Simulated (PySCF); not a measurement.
## Xe⁺ (xenon, charge +1): TPSS calculation

Configuration: [Kr] 4d10 5s2 5p5, 2P determinant. Computed with PySCF 2.14 in aug-cc-pVQZ-PP with ECP28MDF, with a scalar-relativistic core potential.

- Total energy: -328.7885 hartree
- One-electron energy: -562.3995 hartree
- Hartree (Coulomb) energy: 256.8945 hartree
- Exchange-correlation energy: -23.2835 hartree
- ⟨S²⟩: 0.7530
- ⟨L²⟩: 2.019
- Sum of ⟨r⟩: 29.54 bohr
- Sum of ⟨r²⟩: 48.74 bohr²
- Traceless quadrupole moment −½Σ⟨3z² − r²⟩ along its main axis: 1.89 e·bohr²

| shell | electrons | mean orbital energy (hartree) | spread (hartree) | rms radius, mean of both spins (bohr) |
| --- | --- | --- | --- | --- |
| 4s α | 1 | -7.63083 | 0 | 0.768 |
| 4s β | 1 | -7.62719 | 0 | 0.768 |
| 4p α | 3 | -5.57218 | 0.02556 | 0.822 |
| 4p β | 3 | -5.56869 | 0.01925 | 0.822 |
| 4d α | 5 | -2.54014 | 0.02737 | 0.939 |
| 4d β | 5 | -2.53497 | 0.01863 | 0.939 |
| 5s α | 1 | -1.09200 | 0 | 1.94 |
| 5s β | 1 | -1.05889 | 0 | 1.94 |
| 5p α | 3 | -0.64293 | 0.04715 | 2.33 |
| 5p β | 2 | -0.61424 | 0 | 2.33 |

Energies and moments cover only the electrons outside the core potential.
